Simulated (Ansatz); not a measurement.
Nudged elastic band run: H$_{2}$OSSe

Input file:

```yaml
crystal:
  periodic: [false, false, false]
  atoms:
    - { symbol: S, position_ang: [-1.006011, -1.242708, 0.173578] }
    - { symbol: O, position_ang: [-0.123334, -0.029578, 0.954968] }
    - { symbol: Se, position_ang: [1.581028, 0.383218, 0.342274] }
    - { symbol: H, position_ang: [-1.567952, -0.466976, -0.794315] }
    - { symbol: H, position_ang: [1.116269, 1.356044, -0.676505] }
basis:
  gaussian: { orbitals: def2-SVPD }
hamiltonian:
  xc: b3lyp
  dispersion: d4
neb:
  order_check: false
  images: 7
  f_tol: 0.05
  max_iterations: 60
  final_atoms:
    - { symbol: S, position_ang: [-1.32688332, -0.43655557, 0.24927375] }
    - { symbol: O, position_ang: [0.13528738, 0.46576676, 0.55536142] }
    - { symbol: Se, position_ang: [1.94868874, -0.31779038, 0.01986943] }
    - { symbol: H, position_ang: [-0.85517735, -1.01430639, -0.88927486] }
    - { symbol: H, position_ang: [0.09808455, 1.30288558, 0.06477026] }
  initial_path:
    images:
      - { positions_ang: [[-1.006011, -1.242708, 0.173578], [-0.123334, -0.029578, 0.954968], [1.581028, 0.383218, 0.342274], [-1.567952, -0.466976, -0.794315], [1.116269, 1.356044, -0.676505]] }
      - { positions_ang: [[-1.00550793, -1.18492885, 0.20136795], [-0.09859055, 0.03762204, 0.87515052], [1.63244177, 0.37695911, 0.27764919], [-1.54017401, -0.49401732, -0.82410901], [1.01183072, 1.26436503, -0.53005865]] }
      - { positions_ang: [[-1.00500486, -1.12714969, 0.22915791], [-0.0738471, 0.10482207, 0.79533304], [1.68385554, 0.37070021, 0.21302438], [-1.51239602, -0.52105864, -0.85390302], [0.90739244, 1.17268605, -0.38361231]] }
      - { positions_ang: [[-1.00450179, -1.06937054, 0.25694786], [-0.04910365, 0.17202211, 0.71551556], [1.73526931, 0.36444132, 0.14839957], [-1.48461803, -0.54809996, -0.88369702], [0.80295416, 1.08100708, -0.23716596]] }
      - { positions_ang: [[-1.00399872, -1.01159139, 0.28473781], [-0.02436019, 0.23922215, 0.63569808], [1.78668308, 0.35818242, 0.08377476], [-1.45684004, -0.57514128, -0.91349103], [0.69851588, 0.9893281, -0.09071962]] }
      - { positions_ang: [[-1.08471987, -0.86783243, 0.2758718], [0.0155517, 0.2958583, 0.61561391], [1.82718449, 0.18918922, 0.06779843], [-1.30642437, -0.68493256, -0.90743699], [0.54840805, 1.06771747, -0.05184715]] }
      - { positions_ang: [[-1.16544102, -0.72407348, 0.26700578], [0.05546359, 0.35249445, 0.59552975], [1.86768591, 0.02019602, 0.0518221], [-1.1560087, -0.79472383, -0.90138294], [0.39830022, 1.14610684, -0.01297468]] }
      - { positions_ang: [[-1.24616217, -0.58031453, 0.25813977], [0.09537549, 0.40913061, 0.57544558], [1.90818732, -0.14879718, 0.03584576], [-1.00559302, -0.90451511, -0.8953289], [0.24819238, 1.22449621, 0.02589779]] }
      - { positions_ang: [[-1.32688332, -0.43655557, 0.24927375], [0.13528738, 0.46576676, 0.55536142], [1.94868874, -0.31779038, 0.01986943], [-0.85517735, -1.01430639, -0.88927486], [0.09808455, 1.30288558, 0.06477026]] }
```

Launched with:

```bash
$ ansatz run input.yaml --threads 2 --pin off --max-ram 3072MiB --backend cpu --events-out ev --progress --plain --runs-dir out
```

Output, in part (warnings, iteration lines, the closing report on the highest movable image, with atoms numbered from 0):

```
NEB end point (image 0): max|allowed force component| = 1.597e-2 eV/Å (the criterion of neb.relax_end_points is 1.000e-2)
NEB end point (image 8): max|allowed force component| = 9.088e-3 eV/Å (the criterion of neb.relax_end_points is 1.000e-2)
NEB iter   1: max|band force component| = 8.258e0 eV/Å  barrier→ = 3.0953 eV  barrier← = 1.9875 eV  Δτ_max = 0.1992 Å  (238 SCF iters)
NEB iter   2: max|band force component| = 3.095e0 eV/Å  barrier→ = 2.0225 eV  barrier← = 0.9147 eV  Δτ_max = 0.1561 Å  (235 SCF iters)
NEB iter   3: max|band force component| = 9.168e-1 eV/Å  barrier→ = 1.8967 eV  barrier← = 0.7889 eV  Δτ_max = 0.0593 Å  (221 SCF iters)
NEB iter   4: max|band force component| = 6.418e-1 eV/Å  barrier→ = 1.8520 eV  barrier← = 0.7442 eV  CI = image 5  Δτ_max = 0.0675 Å  (219 SCF iters)
NEB iter   5: max|band force component| = 2.116e-1 eV/Å  barrier→ = 1.8761 eV  barrier← = 0.7683 eV  CI = image 5  Δτ_max = 0.0601 Å  (214 SCF iters)
NEB iter   6: max|band force component| = 1.168e-1 eV/Å  barrier→ = 1.8731 eV  barrier← = 0.7654 eV  CI = image 5  Δτ_max = 0.0762 Å  (212 SCF iters)
NEB iter   7: max|band force component| = 1.585e-1 eV/Å  barrier→ = 1.8696 eV  barrier← = 0.7619 eV  CI = image 5  Δτ_max = 0.0279 Å  (221 SCF iters)
NEB iter   8: max|band force component| = 9.824e-2 eV/Å  barrier→ = 1.8691 eV  barrier← = 0.7614 eV  CI = image 5  Δτ_max = 0.0324 Å  (214 SCF iters)
NEB iter   9: max|band force component| = 2.723e-2 eV/Å  barrier→ = 1.8687 eV  barrier← = 0.7610 eV  CI = image 5  Δτ_max = 0.0000 Å  (416 SCF iters)
Total energy: -78250.02590724 eV, -2875.6354123184 hartree
Atom 0 at    -1.124950    -0.924354     0.336625 Å, force     0.006390    -0.006827     0.010218 eV/Å
Atom 1 at    -0.032012     0.318346     0.730469 Å, force    -0.002000     0.007493    -0.004118 eV/Å
Atom 2 at     1.955652     0.220295     0.068914 Å, force     0.002598    -0.005486     0.000436 eV/Å
Atom 3 at    -1.304494    -0.592019    -0.969197 Å, force    -0.005783     0.001588    -0.011319 eV/Å
Atom 4 at     0.505805     0.977731    -0.166811 Å, force    -0.001205     0.003231     0.004783 eV/Å
Dipole moment:    -0.279956    -0.059035    -0.276504 e Å
```

The run converged. A vibrational analysis at the climbing image gives one clearly imaginary mode, 1495i cm⁻¹: a first-order saddle point. The orbitals stay closed-shell, which can raise the energy where a bond breaks towards radicals; this wasn't checked here.

Final band (atoms are numbered from 1 in the order of the input):

| image | path coordinate (Å) | energy (eV) | Se3–H5 (Å) | O2–H5 (Å) |
| --- | --- | --- | --- | --- |
| 0 | 0.00 | 0.00 | 1.48 | 2.47 |
| 1 | 0.28 | 0.02 | 1.48 | 2.42 |
| 2 | 0.56 | 0.18 | 1.46 | 2.20 |
| 3 | 0.84 | 0.69 | 1.45 | 1.90 |
| 4 | 1.12 | 1.40 | 1.50 | 1.58 |
| 5 | 1.40 | 1.87 | 1.65 | 1.24 |
| 6 | 1.84 | 1.39 | 2.13 | 0.98 |
| 7 | 2.29 | 1.15 | 2.43 | 0.97 |
| 8 | 2.73 | 1.11 | 2.46 | 0.97 |

The run took 2.2 min on 2 threads of Arm Neoverse V2, on a shared host, peak memory 0.23 GiB.
